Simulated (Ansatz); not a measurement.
C$_{3}$H$_{9}$Cl$_{2}$GaOSi, SMILES `C[Si](C)(C)[O][Ga]([Cl])[Cl]` at its PBE0-D4/def2-TZVP geometry, where that method's forces vanish. The species carries charge 0 and has multiplicity 1.

```xyz
17

C     1.0395    1.3035   -1.4561
Si    0.2533    0.2142   -0.1661
C     0.0420    1.1307    1.4469
C     1.2562   -1.3377    0.1027
O    -1.2426   -0.1997   -0.7566
Ga   -2.5764   -1.1680   -0.1779
Cl   -4.3161   -1.3694   -1.3592
Cl   -2.4772   -2.1512    1.7034
H     2.0372    1.6240   -1.1435
H     1.1372    0.7733   -2.4066
H     0.4364    2.1979   -1.6307
H    -0.4371    0.4986    2.2000
H     1.0095    1.4462    1.8475
H    -0.5711    2.0261    1.3140
H     0.7860   -1.9876    0.8461
H     1.3625   -1.9041   -0.8263
H     2.2606   -1.0969    0.4623
```

Problem. What forces (eV/Å) does PBE-D4/def2-TZVPP give on these atoms in Ansatz? (Best estimate.)

Solution. The calculation gave: 
```
C1  -0.027 -0.014  0.002
Si2  0.304  0.052  0.180
C3   0.008 -0.007 -0.025
C4  -0.008  0.025 -0.008
O5  -0.095  0.182 -0.420
Ga6 -0.158 -0.124  0.086
Cl7 -0.245 -0.025 -0.174
Cl8  0.012 -0.149  0.283
H9   0.183  0.059  0.058
H10  0.024 -0.092 -0.184
H11 -0.106  0.174 -0.039
H12 -0.090 -0.115  0.141
H13  0.180  0.066  0.083
H14 -0.114  0.170 -0.016
H15 -0.086 -0.123  0.136
H16  0.024 -0.113 -0.170
H17  0.195  0.036  0.067
```
